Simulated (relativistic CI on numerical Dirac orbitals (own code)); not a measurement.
d2 in a ligand field

Computed with a parametric ligand-field model of a d^n configuration (Racah B and C, spin-orbit zeta, crystal field), exact diagonalisation.

Field parameters in Wybourne normalisation: Oh B⁴₀ = 21Dq, B⁴₄ = √(5/14) B⁴₀. The field is a parameter set, without covalency.

Ground term and bands for B = 300, C = 1180, ζ = 0 cm⁻¹, Oh, 10Dq = 9300 cm⁻¹?

Ground term 3T1 with 0.02 electrons in the two orbitals of the cubic e set. Spin-allowed: 3T2 8664 cm⁻¹ (1154 nm), 3T1 12528 cm⁻¹ (798 nm), 3A2 17964 cm⁻¹ (557 nm). Lowest spin-forbidden: 1T2 4306 cm⁻¹ (2322 nm), 1E 4365 cm⁻¹ (2291 nm), 1A1 9601 cm⁻¹ (1042 nm).

Ground term and bands for B = 300, C = 1180, ζ = 0 cm⁻¹, Oh, 10Dq = 6300 cm⁻¹?

Ground term 3T1 with 0.04 electrons in the two orbitals of the cubic e set. Spin-allowed: 3T2 5747 cm⁻¹ (1740 nm), 3T1 9693 cm⁻¹ (1032 nm), 3A2 12047 cm⁻¹ (830 nm). Lowest spin-forbidden: 1T2 4332 cm⁻¹ (2309 nm), 1E 4419 cm⁻¹ (2263 nm), 1A1 9208 cm⁻¹ (1086 nm).

Ground term and bands for B = 300, C = 1180, ζ = 0 cm⁻¹, Oh, 10Dq = 2100 cm⁻¹?

Ground term 3T1 with 0.10 electrons in the two orbitals of the cubic e set. Spin-allowed: 3T2 1800 cm⁻¹, 3A2 3900 cm⁻¹ (2564 nm), 3T1 6000 cm⁻¹ (1667 nm). Lowest spin-forbidden: 1T2 4285 cm⁻¹ (2334 nm), 1E 4500 cm⁻¹ (2222 nm), 1T2 7035 cm⁻¹ (1422 nm).

Ground term and bands for B = 300, C = 1180, ζ = 0 cm⁻¹, Oh, 10Dq = 1500 cm⁻¹?

Ground term 3T1 with 0.12 electrons in the two orbitals of the cubic e set. Spin-allowed: 3T2 1266 cm⁻¹, 3A2 2766 cm⁻¹, 3T1 5532 cm⁻¹ (1808 nm). Lowest spin-forbidden: 1T2 4226 cm⁻¹ (2366 nm), 1E 4472 cm⁻¹ (2236 nm), 1T2 6626 cm⁻¹ (1509 nm).

Ground term and bands for B = 300, C = 1180, ζ = 0 cm⁻¹, Oh, 10Dq = 8100 cm⁻¹?

Ground term 3T1 with 0.03 electrons in the two orbitals of the cubic e set. Spin-allowed: 3T2 7492 cm⁻¹ (1335 nm), 3T1 11384 cm⁻¹ (878 nm), 3A2 15592 cm⁻¹ (641 nm). Lowest spin-forbidden: 1T2 4316 cm⁻¹ (2317 nm), 1E 4384 cm⁻¹ (2281 nm), 1A1 9476 cm⁻¹ (1055 nm).
